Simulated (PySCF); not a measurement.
Ionisation energy of O⁺ by level of theory

O⁺ [He] 2s2 2p3 [2p1/2^2 2p3/2^1, M_J = 3/2] → O²⁺ [He] 2s2 2p2 [2p1/2^2, M_J = 0], as a difference of total energies. All numbers are calculated (PySCF 2.14, the two-component X2C-1e Hamiltonian, in x2c-SVPall-2c (3s2p1d, 14 functions)). Correlated levels: 1s2 frozen. "Screened" scales the spin-orbit matrix elements by Boettger's factors to mimic the two-electron term; Breit and QED terms are absent.

| method | ionisation energy (eV) | error (eV) |
| --- | --- | --- |
| GHF (spin-free) | 34.788 | -0.333 |
| GMP2 (spin-free) | 35.115 | -0.006 |
| GHF (screened spin-orbit) | 34.773 | -0.348 |
| GMP2 (screened spin-orbit) | 35.100 | -0.021 |

Reference: 35.121 eV (measured; NIST Atomic Spectra Database, ionization energies).

Errors of the correlated levels include the incompleteness of this basis and the frozen core.

The labels give the starting determinants; with spin-orbit coupling the two ends relaxed to ⟨J²⟩ = 3.76, ⟨L²⟩ = 0.00, ⟨S²⟩ = 3.76 and ⟨J²⟩ = 1.99, ⟨L²⟩ = 2.00, ⟨S²⟩ = 2.00.

The determinant of O²⁺ mixes levels of different J (the jj label is only the starting occupation), so the difference between spin-free and spin-orbit rows is not the physical spin-orbit shift.
